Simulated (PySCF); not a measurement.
C5H6O2, SMILES C[C@H]1OC=CC1=O. Geometry optimised at PBE-D3(BJ)/def2-SVP. The structure was generated by enumeration; whether it is a known compound was not checked. The values are those of a single conformer.

Level of theory: PBE-D3(BJ)/def2-SVP run with PySCF.

Harmonic wavenumbers (cm⁻¹): 115, 221, 237, 314, 463, 502, 614, 691, 770, 792, 798, 850, 928, 1001, 1027, 1043, 1095, 1122, 1195, 1243, 1271, 1330, 1350, 1406, 1417, 1581, 1771, 2983, 2996, 3082, 3089, 3146, 3203. Rotational constants (GHz): 3.664, 3.347, 1.899; symmetry number 1.

### Question
Work out the zero-point energy and the ideal-gas rigid-rotor harmonic-oscillator thermochemistry at 298.15 K and 1 atm.

### Answer
ZPE = ½ Σ hcν = ½ × 43647 cm⁻¹ = 62.40 kcal/mol. H − E(el) = 66.95 kcal/mol. Entropy in cal/(mol K): translation 39.66, rotation 27.03, vibration 11.99, total 78.67. G − E(el) = 43.49 kcal/mol. Cp = 25.31 cal/(mol K). Modes under 150 cm⁻¹ make the vibrational entropy uncertain.
